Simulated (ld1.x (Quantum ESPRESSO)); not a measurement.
# bismuth (Bi), TM: configuration errors across variants

Bi, norm-conserving Troullier–Martins (Kleinman–Bylander form), made with ld1.x (Quantum ESPRESSO) 7.5 (LDA (PZ), fully relativistic). Core [Xe] 4f14, reference 5d10 6s2 6p3. Waves: 6p (bound): rc 1.75 bohr; 5d (bound): rc 1.45 bohr; 5f channel at -0.15 Ry: rc 1.50 bohr; 6s (bound): rc 1.90 bohr. Local part: the s channel. Core correction: Bessel-smoothed model core inside 1.15 bohr.

Open shells are filled in proportion to 2j + 1 (rel_dist='average').

All-electron excitation energies from the reference (eV): (1) 5d10 6s2 6p2 8.305; (2) 5d10 6s2 6p1 24.051; (3) 5d10 6s2 6p0 47.985; (4) 5d10 6s1 6p4 9.942; (5) 5d9 6s2 6p4 23.819; (6) 5d10 6s1 6p3 18.963; (7) 5d10 6s2 6p2.5 3.281.

1 further variants failed, have other tests or too few solved ones, and are left out.

A true bound ghost makes a file unfit for plane-wave use even where its test errors are small: the radial tests pick states by their node count and pass the ghost by.

Errors AE − PS in meV (a dash: test not solved or not reliable):

| change | (1) | (2) | (3) | (4) | (5) | (6) | (7) | bound ghosts |
| --- | --- | --- | --- | --- | --- | --- | --- | --- |
| base | +1.7 | +4.9 | -0.2 | -3.0 | -119 | +2.1 | +0.4 | p3/2 |
| all radii but the core radius scaled by about 0.83 (s 1.58, p 1.46, d 1.20, f 1.24 bohr) | -2.6 | -22 | -80 | -21 | -93 | -9.0 | -0.3 | p3/2, p1/2 |
| all radii but the core radius scaled by about 0.91 (s 1.74, p 1.60, d 1.32, f 1.36 bohr) | +1.0 | -0.1 | -16 | -9.2 | -92 | -2.8 | +0.3 | p1/2, p3/2 |
| all radii but the core radius scaled by about 1.05 (s 2.00, p 1.84, d 1.52, f 1.58 bohr) | +1.7 | +4.8 | -0.3 | -1.2 | -145 | +4.0 | +0.4 | p3/2 |
| all radii but the core radius scaled by about 1.19 (s 2.26, p 2.08, d 1.72, f 1.78 bohr) | +1.4 | +3.6 | -2.4 | -3.5 | -186 | +3.1 | +0.3 | none |
| all radii but the core radius scaled by about 1.24 (s 2.36, p 2.18, d 1.80, f 1.86 bohr) | +1.5 | +4.4 | +1.0 | -6.2 | -185 | +1.2 | +0.3 | none |
| all radii but the core radius scaled by about 1.34 (s 2.54, p 2.34, d 1.94, f 2.00 bohr) | +2.1 | +7.7 | +11 | -12 | -160 | -3.2 | +0.5 | none |
| all radii but the core radius scaled by about 1.39 (s 2.64, p 2.44, d 2.02, f 2.08 bohr) | +2.8 | +11 | +21 | -18 | -130 | -7.5 | +0.6 | none |

(1) Give the same row for: all radii but the core radius scaled by about 1.12 (s 2.12, p 1.94, d 1.62, f 1.68 bohr).

## Answers

(1) +1.6, +4.3, -1.6, -1.4, -165, +4.5, +0.4; bound ghosts: none.
